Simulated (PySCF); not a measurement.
## Correlation energy of B²⁺ (boron, charge +2)

[He] 2s1, 2S determinant. All numbers are calculated (PySCF 2.14, the non-relativistic Hamiltonian (point nucleus), in dyall-acv3z). Frozen: nothing; 3 electrons correlated; the 5 highest virtual orbitals of each spin left out.

| level | correlation energy (mhartree) |
| --- | --- |
| CCSD | -45.46 |
| (T) | -0.02 |
| CCSD(T) | -45.48 |

Diagnostics: T1 = 0.0010, D1 = 0.0025, largest double amplitude 0.007.

Is a single reference adequate?

Yes: T1 lies below 0.03 and no double amplitude reaches 0.07.
